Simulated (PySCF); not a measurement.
All values below come from PBE-D3(BJ)/def2-TZVP // PBE0-D3(BJ)/def2-TZVP (PySCF). Gas-phase values, no solvent. Excitations are Tamm–Dancoff values on a coarser integration grid. The basis has no diffuse functions, so Rydberg states are missing or too high.

Reference species (SMILES): `CB(C)C` (neutral, multiplicity 1).

brightest of the four lowest singlets (TDA): 7.30 eV
LUMO: -1.15 eV
S1 oscillator strength: 0.000
HOMO: -7.10 eV

Changed species: `CB(I)I` (2 of 3 CH3 replaced by I; the reference has 0 of 3 CH3 replaced by I).

What does the change do to the brightest of the four lowest singlets (TDA), LUMO, S1 oscillator strength and HOMO?

the brightest of the four lowest singlets (TDA) falls by 2.74 eV, to 4.56 eV; the LUMO drops by 1.58 eV, to -2.73 eV; the S1 oscillator strength stays essentially unchanged; the HOMO increases by 0.86 eV, to -6.24 eV.
